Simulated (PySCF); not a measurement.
siletan-1-amine (C3H9NSi), SMILES C1C[SiH](N)C1. Geometry optimised at PBE0-D3(BJ)/def2-SVP. One conformer was computed; it need not be the lowest.

Computed equilibrium geometry at PBE0-D3(BJ)/def2-SVP (PySCF confirms it by a frequency run) as bond lengths and angles (one conformer of several):
Atoms: N1 Si2 C3 C4 C5 H6 H7 H8 H9 H10 H11 H12 H13 H14. Bonds (Å): N1–Si2 1.722, N1–H6 1.012, N1–H7 1.012, Si2–C3 1.899, Si2–C5 1.892, Si2–H8 1.496, C3–C4 1.551, C3–H9 1.100, C3–H10 1.104, C4–C5 1.552, C4–H11 1.103, C4–H12 1.103, C5–H13 1.099, C5–H14 1.104. Angles (°): Si2–N1–H6 122.9, Si2–N1–H7 121.7, H6–N1–H7 112.1, N1–Si2–C3 124.8, N1–Si2–C5 121.3, N1–Si2–H8 105.4, C3–Si2–C5 78.1, C3–Si2–H8 112.2, C5–Si2–H8 113.5, Si2–C3–C4 86.2, Si2–C3–H9 122.7, Si2–C3–H10 110.7, C4–C3–H9 116.9, C4–C3–H10 110.6, H9–C3–H10 108.2, C3–C4–C5 100.7, C3–C4–H11 114.9, C3–C4–H12 109.9, C5–C4–H11 114.8, C5–C4–H12 109.8, H11–C4–H12 106.7, Si2–C5–C4 86.5, Si2–C5–H13 122.4, Si2–C5–H14 110.6, C4–C5–H13 117.1, C4–C5–H14 110.6, H13–C5–H14 108.1.
Charge 0, spin multiplicity 1.
